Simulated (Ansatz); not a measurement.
Basis-set extrapolation for `C#CO[SiH2]F` (PBE0-D4/def2-TZVP geometry, frozen core, Ansatz 0.2.0). Multiplicity 1, RHF reference.

|  | def2-TZVPP | def2-QZVPP |
| --- | --- | --- |
| HF | -540.863462 | -540.884795 |
| MP2 correlation | -0.895786 | -0.968138 |
| CCSD(T) correlation | -0.951854 | not run |

Energies in hartree. Use E(X) = E(∞) + A·exp(−7.88·√X) for Hartree–Fock and E(X) = E(∞) + B·X^(−2.97) for correlation, with X = 3 and 4, and add CCSD(T) minus MP2 of the smaller set to the MP2 limit.

**Question.** What is the CCSD(T) energy at the basis-set limit?

**Answer.** HF limit: -540.884795 + (-0.021333) × 0.13774 = -540.88773. MP2 limit: -0.968138 + (-0.072352) × 0.74074 = -1.02173. Higher-order term: -0.951854 − (-0.895786) = -0.05607. Total: -541.96553 hartree, 394.4 kJ/mol below CCSD(T)/def2-TZVPP.
